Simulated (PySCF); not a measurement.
Cl2H2O2Sn. Atoms are numbered in the order given.

```xyz
7

O     -0.4783    -1.8898    -0.8538
Sn     0.1200    -0.2134    -0.0150
O      1.9216    -0.5948     0.6982
Cl     0.1775     1.5186    -1.5910
Cl    -1.3588     0.4188     1.6874
H      0.2153    -2.5638    -0.7743
H      2.3217     0.1748     1.1300
```

The structure is a stationary point at B3LYP-D3(BJ)/def2-SVP. A frequency run showed that this geometry is not a minimum. The structure was generated by enumeration; whether it is a known compound was not checked. The def2 effective core potentials stand for the cores of Sn; spin–orbit coupling is left out. Other conformers were not sampled.

The numbers are results of TDDFT-PBE/def2-SVPD in PySCF, not measurements.

Vertical excitations. 

| state | energy (eV) | λ (nm) | f | main pairs |
|---|---|---|---|---|
| S1 | 4.07 | 305 | 0.000 | HOMO→LUMO 99 % |
| S2 | 4.16 | 298 | 0.001 | HOMO−1→LUMO 99 % |
| S3 | 4.52 | 274 | 0.001 | HOMO−4→LUMO 92 % |
| S4 | 4.58 | 270 | 0.029 | HOMO−3→LUMO 94 % |
| S5 | 4.62 | 268 | 0.065 | HOMO−2→LUMO 87 % |
| S6 | 4.65 | 267 | 0.020 | HOMO−5→LUMO 97 % |
| S7 | 5.69 | 218 | 0.042 | HOMO−6→LUMO 90 % |
| S8 | 5.85 | 212 | 0.074 | HOMO−7→LUMO 89 % |
| S9 | 6.69 | 185 | 0.065 | HOMO−8→LUMO 73 % |
| S10 | 6.89 | 180 | 0.008 | HOMO→LUMO+1 61 %, HOMO−1→LUMO+1 25 % |
| T1 | 3.78 | 328 | 0 | HOMO→LUMO 100 % |
| T2 | 3.86 | 321 | 0 | HOMO−1→LUMO 99 % |
| T3 | 4.10 | 303 | 0 | HOMO−2→LUMO 99 % |
| T4 | 4.11 | 302 | 0 | HOMO−3→LUMO 99 % |
Triplets are in the Tamm–Dancoff approximation, which puts them higher than full response would, so one can lie above its singlet here.
